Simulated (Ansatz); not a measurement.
Basis-set extrapolation for `CNB(C)C` (PBE0-D4/def2-TZVP geometry, frozen core, Ansatz). Multiplicity 1, RHF reference.

```tsv
	def2-TZVPP	def2-QZVPP
HF	-198.692788	-198.702448
MP2 correlation	-0.849587	-0.904082
CCSD(T) correlation	-0.938215	not run
```

Energies in hartree. Use E(X) = E(∞) + A·exp(−7.88·√X) for Hartree–Fock and E(X) = E(∞) + B·X^(−2.97) for correlation, with X = 3 and 4, and add CCSD(T) minus MP2 of the smaller set to the MP2 limit.

What is the CCSD(T) energy at the basis-set limit?

HF limit: -198.702448 + (-0.009660) × 0.13774 = -198.70378. MP2 limit: -0.904082 + (-0.054495) × 0.74074 = -0.94445. Higher-order term: -0.938215 − (-0.849587) = -0.08863. Total: -199.73686 hartree, 2.88 eV below CCSD(T)/def2-TZVPP.
